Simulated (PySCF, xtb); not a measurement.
AlAsF2H2, SMILES [F][Al]([F])[AsH2].

GFN2-xTB (xtb 6.7.1) at its own geometry gives an orbital gap of 4.11 eV and a dipole moment of 3.04 D.

Geometry optimised at PBE0-D3(BJ)/def2-SVP.

What does r2SCAN/def2-TZVPD (PySCF) give? (Estimate from the structure and the level; the computed values follow.)

gap 5.70 eV (levels -7.30 and -1.59 eV), dipole 1.86 D.
